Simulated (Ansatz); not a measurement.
C2H5FOSi2, SMILES `FC1=CO[SiH2][SiH2]1` at its PBE0-D4/def2-TZVP geometry, where that method's forces vanish. The species carries charge 0 and has multiplicity 1.

```xyz
11

F     1.3208    0.9158   -2.1395
C     0.6055    0.5361   -1.0558
C    -0.2937    1.3944   -0.5565
O    -1.0668    1.1278    0.5218
Si   -0.8642   -0.3804    1.2580
Si    0.7979   -1.1178   -0.2122
H    -0.4636    2.3753   -0.9912
H    -2.1658   -1.0919    1.2218
H    -0.4700   -0.1567    2.6709
H     2.1493   -1.3326    0.3664
H     0.4507   -2.2699   -1.0836
```

What forces (eV/Å) does B3LYP-D4/def2-TZVPP give on these atoms in the Gaussian-basis code of Ansatz? (An estimate is asked.)

The calculation gave: 
```
F1   0.240  0.122 -0.360
C2  -0.179 -0.123  0.290
C3   0.111  0.290 -0.318
O4  -0.165 -0.008  0.199
Si5 -0.134 -0.145  0.251
Si6  0.114 -0.165 -0.028
H7   0.014 -0.074  0.031
H8   0.079  0.042  0.009
H9  -0.029 -0.018 -0.083
H10 -0.082  0.009 -0.043
H11  0.031  0.070  0.052
```

B3LYP here is the variant with VWN-RPA as its local correlation; programs differ in this.
